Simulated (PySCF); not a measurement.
`C[CH2][In]([F])[CH2]C` (InEt2F). Method: PBE0-D3(BJ)/def2-SVP geometry optimisation, gas phase, def2 core potentials past Kr (PySCF 2.14.0).

```
atom  x, y, z in Å
In1   -0.3559   -0.2458    0.5309
C2     1.6001   -0.9439   -0.0743
C3     2.4870   -1.3553    1.0924
H4     2.0682   -0.1627   -0.6941
H5     1.4068   -1.7947   -0.7503
H6     3.4417   -1.7829    0.7409
H7     2.7357   -0.4993    1.7389
H8     2.0016   -2.1063    1.7334
C9    -2.0578    0.9027   -0.1455
C10   -1.8941    1.6344   -1.4700
H11   -2.2865    1.5973    0.6794
H12   -2.8942    0.1848   -0.1787
H13   -2.8083    2.1883   -1.7427
H14   -1.0736    2.3690   -1.4403
H15   -1.6788    0.9454   -2.3022
F16   -0.7261   -0.9650    2.3485
```

(1) Which two atoms are farthest apart?

(2) How far apart are these pairs, which share no bond: H5···H7, H6···C10, H7···H8, H8···H14, C9···H13?

(3) Where is the centre of mass (commonest isotopes), and what is the radius of gyration?

(4) What are the angles H4–C2–H5, C2–C3–H7, H11–C9–H12, C9–C10–H14?

(5) Write the matrix of distances between heavy atoms (Å, lower triangle).

Results:

(1) H6···H13, 7.81 Å; the next longest distance is 7.33 Å.

(2) H5···H7 3.105 Å (3 bonds apart); H6···C10 6.711 Å (5 bonds apart); H7···H8 1.767 Å (2 bonds apart); H8···H14 6.289 Å (6 bonds apart); C9···H13 2.183 Å (2 bonds apart).

(3) Mass 191.981 u; centre at (-0.272, -0.223, 0.501) Å; Rg = √(Σ m r²/M) = 1.658 Å. As Ia + Ib + Ic = 2 Σ m r², the three principal moments sum to 1055.5 u·Å².

(4) From the scalar product of the two bond vectors; for H4–C2–H5 it is -0.3361 Å² over 1.1016 × 1.1037 Å², cos θ = -0.2765. H4–C2–H5 106.0°; C2–C3–H7 111.8°; H11–C9–H12 106.0°; C9–C10–H14 112.2°.

(5) 
```
In1   0.000
C2    2.163  0.000
C3    3.103  1.522  0.000
C9    2.162  4.098  5.224  0.000
C10   3.147  4.561  5.891  1.522  0.000
F16   1.989  3.359  3.472  3.388  4.765  0.000
```

Whether it is a minimum is left open (no frequencies). One conformer, not necessarily the lowest.
